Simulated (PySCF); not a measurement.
C2H10OSi3. Atoms are numbered in the order given.

```xyz
16

O     -0.4914    -0.9407     1.5344
C     -1.3918    -0.8744     0.4185
C     -0.6649    -1.2684    -0.8945
Si     0.4091     0.3403    -1.0739
Si     2.2520     0.2441     0.3851
Si    -1.5377     1.0315     0.0451
H     -0.1153    -1.8431     1.5537
H     -2.3189    -1.4644     0.6102
H     -1.3866    -1.3251    -1.7384
H     -0.1434    -2.2506    -0.8362
H      0.7677     0.7581    -2.4765
H      3.5007     0.8097    -0.2470
H      2.5392    -1.1952     0.7330
H      1.9886     1.0069     1.6524
H     -2.6924     1.3035    -0.8854
H     -1.5967     1.9594     1.2263
```

Geometry: PBE-D3(BJ)/def2-SVP. The structure was generated by enumeration; whether it is a known compound was not checked. Other conformers were not sampled.

Method: PBE/pcSseg-1 (PySCF).

GIAO shieldings, no solvent; atoms listed in one row are averaged. δ = σ(ref) − σ: ¹⁷O against H2O (σ = 334.3 ppm); ¹³C against TMS (σ = 182.0 ppm); ²⁹Si against TMS (σ = 335.4 ppm); ¹H against TMS (σ = 31.49 ppm), references at their B3LYP-D3(BJ)/def2-TZVP geometries, non-relativistic.

Computed chemical shifts:
```csv
nucleus,atoms,count,δ (ppm)
¹⁷O,O1,1,90.6
¹³C,C2,1,82.0
¹³C,C3,1,34.9
²⁹Si,Si6,1,-45.3
²⁹Si,Si4,1,-49.6
²⁹Si,Si5,1,-98.9
¹H,H8,1,5.31
¹H,H11,1,5.10
¹H,"H15, H16",2,5.02
¹H,"H12, H13, H14",3,4.35
¹H,H9,1,2.68
¹H,H10,1,1.83
¹H,H7,1,0.49
```
